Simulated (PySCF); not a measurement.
**Working out the ionisation energy of Cu(12+)**

Cu(12+) [Ne] 3s2 3p5 (2P) → Cu(13+) [Ne] 3s2 3p4 (3P). Computed with PySCF 2.14 in an even-tempered Gaussian basis (19 s from 0.69 bohr⁻², ratio 2.5; 12 p from 0.9 bohr⁻², ratio 2.5; 5 d from 6.3 bohr⁻², ratio 2.7; 4 f from 9.5 bohr⁻², ratio 2.7), with the spin-free X2C one-electron Hamiltonian (Gaussian nucleus). Frozen: 1s2; the 22 highest virtual orbitals dropped. Energies in hartree (1 hartree = 27.21139 eV):

| part | Cu(12+) (lower) | Cu(13+) (upper) |
| --- | --- | --- |
| UHF | -1592.244477 | -1577.547923 |
| CCSD correlation | -0.569672 | -0.537712 |
| (T) | -0.003140 | -0.003019 |

Question: What does Hartree-Fock give?

Answer: (-1577.547923) − (-1592.244477) = 14.696554 hartree = 399.914 eV.

Question: What do CCSD and CCSD(T) give?

Answer: The CCSD correlation energies differ by 0.031960 hartree = 0.870 eV and the triples by 0.000121 hartree = 0.003 eV, so CCSD gives 400.784 eV and CCSD(T) 400.787 eV.

A first-order spin-orbit estimate adds -0.045 eV to CCSD(T) (outer shells), giving 400.742 eV against 401 ± 0.3 eV (semi-empirical (NIST evaluation); NIST Atomic Spectra Database, ionization energies).

What remains against the reference includes basis incompleteness, the frozen core and higher excitations.
